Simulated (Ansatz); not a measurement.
Isomers of CH₄F₂Si, relaxed with PBE0-D4/def2-TZVP in Ansatz; electronic energies, one conformer each and not always the lowest. Functionals use def2-TZVPP; CBS adds triple-zeta CCSD(T) − MP2 to the MP2 limit of def2-TZVPP and def2-QZVPP.

Task: Order them by energy at frozen-core CCSD(T)/CBS, lowest first. (Best estimate.)
A. `C[SiH](F)F`
B. `FC[SiH2]F`
C. `FC(F)[SiH3]`

Result: A (0.0 kcal/mol), B (68.2 kcal/mol), C (114.9 kcal/mol).

Task: How do B3LYP-D4, ωB97M-V, r2SCAN-D4, MP2/CBS(def2) place them (kcal/mol, against `C[SiH](F)F`)? (An estimate is asked.)

Result: Computed: 
```json
{"isomer": "`FC[SiH2]F`", "B3LYP-D4": "65.2", "ωB97M-V": "66.6", "r2SCAN-D4": "67.4", "MP2/CBS(def2)": "71.0"}
{"isomer": "`FC(F)[SiH3]`", "B3LYP-D4": "109.8", "ωB97M-V": "111.3", "r2SCAN-D4": "111.6", "MP2/CBS(def2)": "120.1"}
```

B3LYP here is the variant with VWN-RPA as its local correlation; programs differ in this.
